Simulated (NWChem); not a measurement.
System: SnH$_{3}$O$_{3}$, doublet; SMILES [OH][Sn]([OH])[OH]

Excerpt of the output:

```
             Northwest Computational Chemistry Package (NWChem) 7.3.0
             --------------------------------------------------------

 C3  symmetry detected

                             Geometry "geometry" -> ""
                             -------------------------

 Output coordinates in angstroms (scale by  1.889725989 to convert to a.u.)

  No.       Tag          Charge          X              Y              Z
 ---- ---------------- ---------- -------------- -------------- --------------
    1 Sn                  50.0000     0.00000000     0.00000000     0.28579839
    2 O                    8.0000     1.62881672     0.84527109    -0.50638961
    3 H                    1.0000     2.29949699     0.18013818    -0.71218961
    4 O                    8.0000    -0.08238213    -1.83323220    -0.50638961
    5 H                    1.0000    -0.99374425    -2.08149190    -0.71218961
    6 O                    8.0000    -1.54643460     0.98796112    -0.50638961
    7 H                    1.0000    -1.30575274     1.90135372    -0.71218961

 Effective nuclear repulsion energy (a.u.)     402.0766249088

      Symmetry information
      --------------------

 Group name             C3
 Group number              5
 Group order               3
 No. of unique centers     3

                                 NWChem DFT Module
                                 -----------------

 Summary of "ao basis" -> "ao basis" (spherical)
 ------------------------------------------------------------------------------
       Tag                 Description            Shells   Functions and Types
 ---------------- ------------------------------  ------  ---------------------
 Sn                         def2-svp                10       26   4s4p2d
 O                          def2-svp                 6       14   3s2p1d
 H                          def2-svp                 3        5   2s1p

      Symmetry analysis of basis
      --------------------------

        a          29
        e+         27
        e-         27

  Rotation of axis

            General Information
            -------------------
          SCF calculation type: DFT
          Wavefunction type:  spin polarized.
          No. of atoms     :     7
          No. of electrons :    49
           Alpha electrons :    25
            Beta electrons :    24
          Charge           :     0
          Spin multiplicity:     2
          Use of symmetry is: on ; symmetry adaption is: on
          Maximum number of iterations: 150
          AO basis - number of functions:    83
                     number of shells:    37
          Convergence on energy requested:  1.00D-06
          Convergence on density requested:  1.00D-05
          Convergence on gradient requested:  5.00D-04

              XC Information
              --------------
                         MN15 Method XC Functional
                     Hartree-Fock (Exact) Exchange  0.440
                          MN15 Exchange Functional  1.000
                        MN15 Correlation Potential  1.000

             Grid Information
             ----------------
          Grid used for XC integration:  xcoarse
          Radial quadrature: Mura-Knowles
          Angular quadrature: Lebedev.
          Tag              B.-S. Rad. Rad. Pts. Rad. Cut. Ang. Pts.
          ---              ---------- --------- --------- ---------
          Sn                  1.45       84           8.0       194
          O                   0.60       21          10.0       194
          H                   0.35       21          10.0       194
          Grid pruning is: on
          Number of quadrature shells:   126
          Spatial weights used:  Erf1

      Superposition of Atomic Density Guess
      -------------------------------------

 Sum of atomic energies:        -474.66704164

      Non-variational initial energy
      ------------------------------

 Total energy =    -439.313180
 1-e energy   =   -1097.786183
 2-e energy   =     451.996234
 HOMO         =      -0.225842
 LUMO         =       0.045557

   Symmetry analysis of molecular orbitals - initial alpha
   -------------------------------------------------------

  Numbering of irreducible representations:

     1 a           2 e+          3 e-

  Orbital symmetries:

     1 a           2 e+          3 e+          4 a           5 e+
     6 e+          7 a           8 a           9 e+         10 e+
    11 e+         12 e+         13 a          14 e+         15 e+
    16 a          17 e+         18 e+         19 a          20 e+
    21 e+         22 a          23 e+         24 e+         25 a
    26 a          27 e+         28 e+         29 a          30 e+
    31 e+         32 a          33 a          34 e+         35 e+

   Symmetry analysis of molecular orbitals - initial beta
   ------------------------------------------------------

  Numbering of irreducible representations:

     1 a           2 e+          3 e-

  Orbital symmetries:

     1 a           2 e+          3 e+          4 a           5 e+
     6 e+          7 a           8 a           9 e+         10 e+
    11 e+         12 e+         13 a          14 e+         15 e+
    16 a          17 e+         18 e+         19 a          20 e+
    21 e+         22 a          23 e+         24 e+         25 a
    26 a          27 e+         28 e+         29 a          30 e+
    31 e+         32 a          33 a          34 e+         35 e+

     ---------------------------------------------
      Total Density - Mulliken Population Analysis
     ---------------------------------------------

    Atom       Charge   Shell Charges
 -----------   ------   -------------------------------------------------------
    1 Sn  22    20.29   1.60  0.42  0.89  0.43  3.27  2.72  0.57  0.26  9.78  0.36
    2 O    8     8.90   1.99  1.11  0.68  3.06  2.05  0.00
    3 H    1     0.67   0.53  0.08  0.06
    4 O    8     8.90   1.99  1.11  0.68  3.06  2.05  0.00
    5 H    1     0.67   0.53  0.08  0.06
    6 O    8     8.90   1.99  1.11  0.68  3.06  2.05  0.00
    7 H    1     0.67   0.53  0.08  0.06

     --------------------------------------------
      Spin Density - Mulliken Population Analysis
     --------------------------------------------

    Atom       Charge   Shell Charges
 -----------   ------   -------------------------------------------------------
    1 Sn  22     0.69  -0.00  0.01  0.23  0.29 -0.00  0.01  0.09  0.06  0.00  0.00
    2 O    8     0.09   0.00  0.01 -0.01  0.07  0.02  0.00
    3 H    1     0.01   0.00  0.01  0.00
    4 O    8     0.09   0.00  0.01 -0.01  0.07  0.02  0.00
    5 H    1     0.01   0.00  0.01  0.00
    6 O    8     0.09   0.00  0.01 -0.01  0.07  0.02  0.00
    7 H    1     0.01   0.00  0.01  0.00

   convergence    iter        energy       DeltaE   RMS-Dens  Diis-err
 ---------------- ----- ----------------- --------- --------- ---------
 d= 0,ls=0.0,diis     1   -440.7409598214 -6.47D+02  1.08D-02  3.91D-01
                                                     1.13D-02  3.95D-01
 d= 0,ls=0.0,diis     2   -440.6007758101  1.40D-01  5.64D-03  7.88D-01
                                                     6.48D-03  7.50D-01
 d= 0,ls=0.0,diis     3   -440.9095091071 -3.09D-01  8.50D-04  1.09D-02
                                                     8.35D-04  1.21D-02
 d= 0,ls=0.0,diis     4   -440.9137947920 -4.29D-03  2.46D-04  1.74D-04
                                                     1.29D-04  1.41D-04
 d= 0,ls=0.0,diis     5   -440.9138914247 -9.66D-05  8.77D-05  9.59D-06
                                                     5.65D-05  8.75D-06
  Resetting Diis
 d= 0,ls=0.0,diis     6   -440.9139013913 -9.97D-06  2.88D-05  1.34D-06
                                                     1.55D-05  1.23D-06
 d= 0,ls=0.0,diis     7   -440.9139025956 -1.20D-06  3.47D-06  2.95D-08
                                                     3.04D-06  3.83D-08
 d= 0,ls=0.0,diis     8   -440.9139026441 -4.85D-08  1.67D-06  8.93D-09
                                                     9.90D-07  2.85D-09

         Total DFT energy =     -440.913902644103
      One electron energy =    -1100.822531619765
           Coulomb energy =      497.714184200038
    Exchange-Corr. energy =      -44.282324110970
 Nuclear repulsion energy =      206.476768886594

 Numeric. integr. density =       48.997776042206

                  Occupations of the irreducible representations
                  ----------------------------------------------

                     irrep           alpha         beta
                     --------     --------     --------
                     a                 9.0          8.0
                     e+               16.0         16.0
                     e-                0.0          0.0

                    DFT Final Alpha Molecular Orbital Analysis
                    ------------------------------------------

[...]

                         DFT ENERGY GRADIENTS

    atom               coordinates                        gradient
                 x          y          z           x          y          z
   1 Sn      0.000000   0.000000   0.540081    0.000000  -0.000000  -0.007387
   2 O       3.078017   1.597331  -0.956938    0.000105  -0.005049   0.001119
   3 H       4.345419   0.340412  -1.345843   -0.004190   0.003286   0.001343
   4 O      -0.155680  -3.464307  -0.956938   -0.004425   0.002433   0.001119
   5 H      -1.877904  -3.933449  -1.345843    0.004941   0.001986   0.001343
   6 O      -2.922338   1.866976  -0.956938    0.004320   0.002615   0.001119
   7 H      -2.467515   3.593038  -1.345843   -0.000751  -0.005272   0.001343
```

Level: MN15/def2-SVP with def2 effective core potentials on Sn, spin-unrestricted. In the optimisation the excess spin sits in a (C3, its own frame). Geometry: optimised at PBE0/def2-SVP, spin-unrestricted. The spin multiplicity was typed, not searched, and may not be the lowest. No stability test was run on the SCF state. def2 effective core potentials on Sn; no spin-orbit coupling.

### Question
Reconstruct the input file.

### Answer
One answer among several that fit: the input that was run:
```
start job
memory heap 200 mb stack 900 mb global 1100 mb
geometry units angstroms noautoz
  Sn     0.000000     0.000000     0.262136
  O      1.764349    -0.504577    -0.530052
  H      1.794863    -1.448655    -0.735852
  O     -1.319152    -1.275683    -0.530052
  H     -2.152004    -0.830070    -0.735852
  O     -0.445198     1.780260    -0.530052
  H      0.357140     2.278725    -0.735852
end
basis spherical
  Sn library def2-svp
  O library def2-svp
  H library def2-svp
end
ecp
  Sn library def2-ecp
end
dft
  odft
  mult 2
  xc mn15
  grid xcoarse
  iterations 150
  mulliken
end
task dft gradient
```
